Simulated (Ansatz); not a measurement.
`N#CB(Cl)Cl` + HCl → boron trichloride + `C#N` at 400 K and 1 bar (ligand exchange at a B–C bond).

Program: Ansatz. Geometries: PBE0-D4/def2-TZVP. ΔE: electronic, gas phase. CBS: def2 TZ/QZ extrapolation, frozen cores.

| species | CCSD(T)/CBS energy (Eh) | H − E (kJ/mol) | S (J/(mol·K)) |
| --- | --- | --- | --- |
| `N#CB(Cl)Cl` | -1037.16673 | 63.6 | 335.5 |
| HCl | -460.38167 | 29.6 | 195.4 |
| `ClB(Cl)Cl` | -1404.24853 | 41.0 | 308.8 |
| `C#N` | -93.31667 | 56.1 | 211.9 |

H − E and S are ideal-gas, rigid-rotor, harmonic terms from PBE0-D4/def2-TZVP. 1 Eh = 2625.50 kJ/mol, R = 8.31446 J/(mol·K).

Task: By hand: ΔE, ΔH, ΔS and ΔG.

Result: ΔE = (-1404.24853) + (-93.31667) − (-1037.16673) − (-460.38167) = -0.01680 Eh = -44.1 kJ/mol. Δ(H − E) = 41.0 + 56.1 − 63.6 − 29.6 = 3.9, so ΔH = -40.2 kJ/mol. ΔS = 308.8 + 211.9 − 335.5 − 195.4 = -10.2 J/(mol·K). ΔG = -40.2 − 400 × (-10.2)/1000 = -36.1 kJ/mol.

Task: By hand: the equilibrium constant, and the temperature at which ΔG would vanish if ΔH and ΔS stayed fixed.

Result: log₁₀ K = −ΔG/(RT ln 10) = 4.7. ΔG = 0 at ΔH/ΔS = 3941 K, far beyond where these terms or the molecules hold.

The number of gas molecules stays the same, so ΔS is small and ΔH decides. A doubt of 5 kJ/mol in ΔE shifts log₁₀ K by 0.7 here. These are equilibria of isolated gas molecules and say nothing of rates. Largest T1 diagnostic: 0.014 (customary marks: 0.02 for closed shells, 0.045 for open ones).
